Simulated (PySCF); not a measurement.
C6H5F3NP.
Atom-mapped SMILES: `[CH3:1][c:2]1[p:3][cH:4][cH:5][n:6][c:7]1[C:8]([F:9])([F:10])[F:11]`

Structure used (GFN2-xTB), in Å, numbered top down from 1:
```
atom  x, y, z in Å
C1     1.8127   -0.6840    0.8254
C2     0.3626   -0.5559    0.4705
P3    -0.7227   -1.7568    1.1473
C4    -2.2225   -1.2132    0.4731
C5    -2.3408   -0.1107   -0.3507
N6    -1.3572    0.6741   -0.7386
C7    -0.1110    0.4569   -0.3517
C8     0.8585    1.4822   -0.9155
F9     0.2625    2.3880   -1.6859
F10    1.4998    2.1660    0.0535
F11    1.8229    0.9153   -1.6680
H12    2.4214   -0.8186   -0.0681
H13    1.9629   -1.5421    1.4791
H14    2.1694    0.2091    1.3371
H15   -3.1140   -1.7754    0.7188
H16   -3.3120    0.1740   -0.7379
```

NICS is the negative of the GIAO shielding at a point without a nucleus: at the ring centre (0) and 1 Å above and below it (1); zz is the component along the ring normal. Level: GIAO PBE0/pcSseg-1 (PySCF, non-relativistic, gas phase) on the GFN2-xTB geometry, one conformer.

Ring bond lengths (Å), with Mayer bond orders in brackets: C2–P3 1.754 (1.31), P3–C4 1.732 (1.32), C4–C5 1.381 (1.40), C5–N6 1.317 (1.50), N6–C7 1.323 (1.52), C7–C2 1.388 (1.26).

**Question.** Give the NICS values of each ring in ppm.

**Answer.** 
```
             ring                                                     type  NICS(0)  NICS(1), two faces  NICS(1)zz, two faces  rms pucker (Å)  centre to ring atoms, mean (Å)
C2–P3–C4–C5–N6–C7  6-membered ring with N and P; formal bonds all aromatic     -6.8       -10.8 / -10.7         -25.9 / -25.8            0.00                            1.47
```

**Question.** What can be read from them?

**Answer.** 
- C2–P3–C4–C5–N6–C7: mean NICS(1)zz -25.8 ppm, shielded.

**Question.** And the bond-length index? HOMA = 1 − mean of α(R − Ropt)² over the ring bonds, with Krygowski's 1993 parameters (CC: Ropt 1.388 Å, α 257.7 Å⁻²; CN: Ropt 1.334 Å, α 93.52 Å⁻²; CP: Ropt 1.698 Å, α 118.91 Å⁻²).

**Answer.** 
- C2–P3–C4–C5–N6–C7: HOMA 0.91; the largest term is that of C2–P3, α(R − Ropt)² = 0.38.

**Question.** List the ring angles and the Hirshfeld charges of the ring atoms.

**Answer.** 
- C2–P3–C4–C5–N6–C7: C2 121.1° (-0.044 e), P3 99.8° (+0.142 e), C4 123.8° (-0.103 e), C5 126.0° (+0.024 e), N6 121.3° (-0.149 e), C7 127.9° (+0.025 e); sum 720.0° against 720° for a flat convex ring.

**Question.** How shielded are the nuclei of the rings and their hydrogens (means over atoms taken as equivalent)?

**Answer.** 
```tsv
atoms	environment	σ isotropic (ppm)	principal values of the symmetric part, first atom (ppm)
C2	substituted aromatic carbon	13.6	-151.9, 3.6, 189.1
P3	phosphorus bonded to 2 C	37.9	-285.7, -97.6, 497.0
C4	aromatic CH carbon	25.0	-146.0, 42.3, 178.7
C5	aromatic CH next to a ring nitrogen	33.2	-74.2, 22.6, 151.1
N6	pyridine-type nitrogen	-89.3	-426.9, -143.8, 302.7
C7	substituted aromatic carbon	33.6	-67.4, 36.6, 131.7
H15	aromatic hydrogen	22.65	19.1, 21.4, 27.4
H16	aromatic hydrogen	22.40	17.2, 23.5, 26.5
```

Hardware: Arm Neoverse V1, one thread, no GPU, shared host with 32 logical CPUs at a one-minute load of 22. Cost: 41 s wall, 0.96 GiB resident at most. This is the whole shielding run at PBE0/pcSseg-1, SCF included.
